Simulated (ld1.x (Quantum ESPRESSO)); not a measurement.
# Before and after: TM potential for iridium

ld1.x (Quantum ESPRESSO) 7.5 input, shortened:

```
&input
   title='Ir', zed=77., rel=1, dft='REVPBE', iswitch=3,
   config='[Xe] 4f14 5d7 6s1.5 6p0'
 /
 &inputp
   pseudotype=2, tm=.true., lloc=0,
   nlcc=.true., rcore=0.70
 /
3
5P  2  1   6.00   0.00  1.20  1.20  0.0
5D  3  2   7.00   0.00  1.70  1.70  0.0
6S  1  0   1.50   0.00  2.35  2.35  0.0
 &test
   configts(1)='5p6 5d7 6s1.5 6p0'
 /
```

All-electron outer shells of the reference configuration (revPBE, scalar-relativistic, ld1.x):

```json
{"shell": "5s", "level (eV)": "-101.91", "outermost node (bohr)": "0.50", "outermost maximum (bohr)": "0.89"}
{"shell": "4f", "level (eV)": "-66.11", "outermost node (bohr)": "–", "outermost maximum (bohr)": "0.39"}
{"shell": "5p", "level (eV)": "-58.66", "outermost node (bohr)": "0.54", "outermost maximum (bohr)": "1.01"}
{"shell": "5d", "level (eV)": "-11.05", "outermost node (bohr)": "0.59", "outermost maximum (bohr)": "1.29"}
{"shell": "6s", "level (eV)": "-9.76", "outermost node (bohr)": "1.17", "outermost maximum (bohr)": "2.35"}
{"shell": "6p", "level (eV)": "-4.01", "outermost node (bohr)": "1.39", "outermost maximum (bohr)": "3.22"}
```

Change: all radii but the core radius scaled by about 1.34 (s 3.14, p 1.60, d 2.28 bohr).

Cutoffs: the cutoffs (Ry, on a coarse ladder) from which the occupation-weighted sum of valence levels, in a spherical-Bessel basis at the reference potential, stays within 10 and 1 mRy of its value at 400 Ry; they do not see the model core or the augmentation charge, which bear on the density cutoff. Errors are all-electron minus pseudo energies relative to the spin-unpolarised reference configuration.

Q: Predict the effect on cutoff, ghosts and configuration errors.

A: The potential gets softer (120 Ry and 200 Ry → 50 Ry and 90 Ry); of the 7 tests that both files solve, the error grows in 1 and shrinks in 3 by more than 15 % and 0.3 meV (median size 39.2 → 13.2 meV); neither file shows a bound ghost. A larger radius leaves more room for a smooth pseudo-wave, so fewer plane waves are needed.

```csv
quantity,base,changed
"cutoff, loose",120 Ry,50 Ry
"cutoff, tight",200 Ry,90 Ry
loose cutoff by channel (10 mRy a level),"p 70 Ry, d 35 Ry, s 8 Ry","p 40 Ry, d 30 Ry, s 6 Ry"
bound ghosts,none,none
"error for 5p6 5d7 6s2 6p0, meV [ΔE -3.99 eV]",-0.3,+1.8
"error for 5p6 5d7 6s1 6p0, meV [ΔE 5.79 eV]",-4.7,-3.2
"error for 5p6 5d7 6s0 6p0, meV [ΔE 23.12 eV]",-39,-43
"error for 5p6 5d7.5 6s1.5 6p0, meV [ΔE -4.29 eV]",-7.6,+1.2
"error for 5p6 5d7 6s0 6p1, meV [ΔE 12.25 eV]",-996,-968
"error for 5p6 5d6 6s2 6p0, meV [ΔE 8.15 eV]",-52,+13
"error for 5p6 5d7 6s1 6p1, meV [ΔE 1.31 eV]",-559,-523
```
